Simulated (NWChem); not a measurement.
System: C₃H₅F₃; SMILES FC(F)(CC)F

```xyz
11

C      0.0678     2.0691     0.0000
C     -0.8085     0.8296     0.0000
C     -0.0209    -0.4538     0.0000
F      0.7687    -0.5521    -1.0769
F     -0.8282    -1.5195     0.0000
F      0.7687    -0.5521     1.0769
H      0.7138     2.0969     0.8894
H      0.7138     2.0969    -0.8894
H     -0.5494     2.9782     0.0000
H     -1.4618     0.7989     0.8852
H     -1.4618     0.7989    -0.8852
```
Atoms are numbered in this order, from 1.

Level: PBE0/def2-SVP (NWChem), optimised geometry, unscaled harmonic frequencies. 

### Question
List the harmonic frequencies with IR intensities, and the thermochemistry.

### Answer
| frequency (cm⁻¹) | IR intensity (km/mol) |
|---|---|
| 105 | 0.1 |
| 222 | 0.0 |
| 225 | 1.1 |
| 375 | 0.5 |
| 417 | 4.7 |
| 550 | 1.1 |
| 563 | 6.9 |
| 637 | 8.7 |
| 798 | 0.4 |
| 834 | 0.1 |
| 1003 | 29.7 |
| 1048 | 70.7 |
| 1102 | 13.9 |
| 1222 | 82.4 |
| 1234 | 216.1 |
| 1300 | 169.0 |
| 1335 | 135.2 |
| 1399 | 39.2 |
| 1424 | 50.7 |
| 1453 | 10.4 |
| 1468 | 3.8 |
| 1490 | 49.4 |
| 3074 | 12.2 |
| 3095 | 8.3 |
| 3151 | 0.8 |
| 3175 | 8.6 |
| 3175 | 10.8 |

```json
{
 "zero_point_energy": "51.3 kcal/mol",
 "thermal correction to the enthalpy at 298.15 K (with zero-point energy)": "55.7 kcal/mol",
 "heat capacity Cv": "21.0 cal/(mol K)",
 "entropy at 298.15 K and 1 atm (symmetry number 1)": "77.6 cal/(mol K)",
 "dipole_moment": "2.21 D"
}
```

Rigid rotor and harmonic oscillator.
